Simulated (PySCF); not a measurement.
Excitations are Tamm–Dancoff values on a coarser integration grid. The basis has no diffuse functions, so Rydberg states are missing or too high.

Cartesian coordinates (Å):
```xyz
10

C      1.7596    -0.0379     0.0488
Al    -0.0883     0.5665    -0.0334
C     -1.6757    -0.5590    -0.0486
Br    -0.4177     2.8288    -0.0721
H      2.3476     0.3959    -0.7643
H      1.8471    -1.1248    -0.0074
H      2.2286     0.2910     0.9807
H     -2.4968    -0.0968    -0.5995
H     -1.4754    -1.5429    -0.4793
H     -2.0290    -0.7209     0.9751
```
Charge 0, spin multiplicity 1.

**Question.** What is the computed dipole moment, T1 excitation (TDA), total energy, S1 excitation (TDA) and LUMO (PBE-D3(BJ)/def2-TZVP // B3LYP-D3(BJ)/def2-TZVP (PySCF))?

**Answer.** 
* **dipole moment**: 2.13 D
* **T1 excitation (TDA)**: 4.81 eV
* **total energy**: -2895.8950 Ha
* **S1 excitation (TDA)**: 5.01 eV
* **LUMO**: -1.57 eV
